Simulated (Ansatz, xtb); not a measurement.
**Relative energy of two spin states of C2H5F2NSi**

Structure I is the triplet with the links of `C=C[Si](N)(F)F` and structure II is `C=C[Si](N)(F)F`, a singlet. Both are isolated molecules in the gas phase, relaxed with B3LYP-D3(BJ)/def2-SVP; the shapes shown needn't be the lowest conformers.

I (Å):

```yaml
atoms:
  - { symbol: C, position_ang: [1.9234, 2.2393, 0.1613] }
  - { symbol: C, position_ang: [0.5563, 1.8581, 0.4527] }
  - { symbol: F, position_ang: [1.3048, -0.7004, 1.2988] }
  - { symbol: F, position_ang: [0.0260, 0.6549, 3.0357] }
  - { symbol: N, position_ang: [-1.4422, -0.2145, 0.9969] }
  - { symbol: Si, position_ang: [0.0921, 0.3727, 1.4390] }
  - { symbol: H, position_ang: [2.4484, 1.8573, -0.7230] }
  - { symbol: H, position_ang: [2.5104, 2.8445, 0.8638] }
  - { symbol: H, position_ang: [-0.2667, 2.5026, 0.0978] }
  - { symbol: H, position_ang: [-1.9587, -0.8452, 1.6021] }
  - { symbol: H, position_ang: [-1.7085, -0.3182, 0.0238] }
```

II (Å):

```yaml
atoms:
  - { symbol: C, position_ang: [1.8074, 2.1432, 0.1357] }
  - { symbol: C, position_ang: [0.6110, 1.9688, 0.7151] }
  - { symbol: F, position_ang: [1.3473, -0.6719, 1.2373] }
  - { symbol: F, position_ang: [-0.0372, 0.4336, 3.0815] }
  - { symbol: N, position_ang: [-1.3857, -0.1853, 0.8724] }
  - { symbol: Si, position_ang: [0.1104, 0.3608, 1.4688] }
  - { symbol: H, position_ang: [2.5411, 1.3316, 0.0882] }
  - { symbol: H, position_ang: [2.1055, 3.0979, -0.3119] }
  - { symbol: H, position_ang: [-0.0927, 2.8103, 0.7412] }
  - { symbol: H, position_ang: [-1.9072, -0.9240, 1.3336] }
  - { symbol: H, position_ang: [-1.6148, -0.1140, -0.1130] }
```

Task: Estimate which is lower in electronic energy at CCSD(T)/def2-SVP + ΔMP2/def2-TZVPP, and by roughly how much.

Result: The CCSD(T)/def2-SVP + ΔMP2/def2-TZVPP calculation puts structure II lower, by 2.865 eV.

The same difference at several levels:

| level | geometry | E(II) − E(I) (eV) | departure from the last row (eV) | job, with rough time for the two |
| --- | --- | --- | --- | --- |
| B3LYP-D3(BJ)/def2-SVP | B3LYP-D3(BJ)/def2-SVP | −2.641 | +0.223 | optimisation, 2.2 min |
| HF/def2-SVP | B3LYP-D3(BJ)/def2-SVP | −1.768 | +1.097 | part of the CCSD(T) run |
| MP2/def2-SVP | B3LYP-D3(BJ)/def2-SVP | −2.865 | 0.000 | part of the CCSD(T) run |
| CCSD(T)/def2-SVP | B3LYP-D3(BJ)/def2-SVP | −2.779 | +0.086 | single point |
| CCSD(T)/def2-SVP + ΔMP2/def2-TZVPP | B3LYP-D3(BJ)/def2-SVP | −2.865 |  | single point, 1.7 min |

None of the levels shown reverses the order. The largest departure from CCSD(T)/def2-SVP + ΔMP2/def2-TZVPP is that of HF/def2-SVP, 1.097 eV. Levels run at GFN2-xTB geometries aren't shown. The last row adds to CCSD(T) the change of the MP2 difference between the two basis sets, here −0.086 eV.

With thermal terms from frequencies at re-optimised GFN2-xTB minima (ideal gas, soft modes damped towards free rotors, one conformer each, 298.15 K, 1 atm): the zero-point term adds +0.129 eV; ΔH is −2.752 and ΔG −2.725 eV.

Open shells are spin-unrestricted. The correlated steps freeze 10 core orbitals. ΔG holds the spin degeneracy. Run with Ansatz 0.2.0, xtb 6.7.1; the last row on 2 threads of AMD EPYC 7R43 64-Core Processor (Zen 3) on a shared host.
